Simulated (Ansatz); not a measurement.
Stepwise reaction of `CO[SiH](Cl)OC` with ammonia, as a gas-phase model of exchange steps in deposition or etching. ΔE in kJ/mol.

Isolated molecules relaxed with PBE0-D4/def2-TZVP in Ansatz; ΔE leaves out vibrations. CCSD(T)/CBS is the MP2 limit (def2-TZVPP, def2-QZVPP) plus CCSD(T) − MP2 in def2-TZVPP, frozen cores. This one scheme is used for every species. DFT in def2-TZVPP. B3LYP here is the variant with VWN-RPA as its local correlation; programs differ in this. Each species was taken in one conformer, which may not be the lowest.

```tsv
step	reaction	PBE-D4	B3LYP-D4	ωB97M-V	CCSD(T)/CBS
1	`CO[SiH](Cl)OC` + NH₃ → `CO[SiH](N)Cl` + CH₃OH	41.1	46.9	44.2	46.0
```

(1) Give the row of step 2, `CO[SiH](N)Cl` + NH₃ → `N[SiH](N)Cl` + CH₃OH. (An estimate is asked.)

(2) By hand: ΔE of the 2 steps together at CCSD(T)/CBS.

Results:

(1) Ansatz gave: 
```
step                                      reaction  PBE-D4  B3LYP-D4  ωB97M-V  CCSD(T)/CBS
   2  `CO[SiH](N)Cl` + NH₃ → `N[SiH](N)Cl` + CH₃OH    38.7      43.7     42.5         42.5
```

(2) (46.0) + (42.5) = 88.5 kJ/mol, or 44.2 kJ/mol a step.

In ΔE the steps differ by no more than 3.5 kJ/mol. All are uphill at CCSD(T)/CBS. PBE-D4 differs from CCSD(T)/CBS by -4.9 to -3.8 kJ/mol a step. Isolated molecules leave out the surface, adducts and barriers. Largest T1 diagnostic: 0.011.
